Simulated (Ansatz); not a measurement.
Total energies of SnH₂ from Ansatz at r2SCAN-D4/def2-TZVP, gas phase (1 Eh = 27.2114 eV = 2625.5 kJ/mol). The reference geometry is relaxed at r2SCAN-D4/def2-TZVP.

```
                 state   geometry  energy (Eh)
      charge 0 singlet  reference   -215.53208
      charge 1 doublet  reference   -215.20414
free Sn atom (triplet)          –   -214.33064
 free H atom (doublet)          –     -0.49993
```

In the def2 sets Sn takes a core potential; there is no spin–orbit coupling.

Task: Work out the vertical ionisation energy to the doublet.

Result: E(charge 1 doublet) − E(charge 0 singlet) = -215.20414 − (-215.53208) = 0.32794 Eh = 8.92 eV. For comparison, −ε of the highest occupied level is 5.92 eV at this level, 3.00 eV less.

Task: What is the binding energy per atom against free atoms?

Result: Atoms: 1 × (-214.33064) + 2 × (-0.49993) = -215.33050 Eh. Binding: -215.33050 − (-215.53208) = 0.20158 Eh = 5.49 eV, or 1.83 eV for each of 3 atoms (no zero-point energy, no counterpoise term).
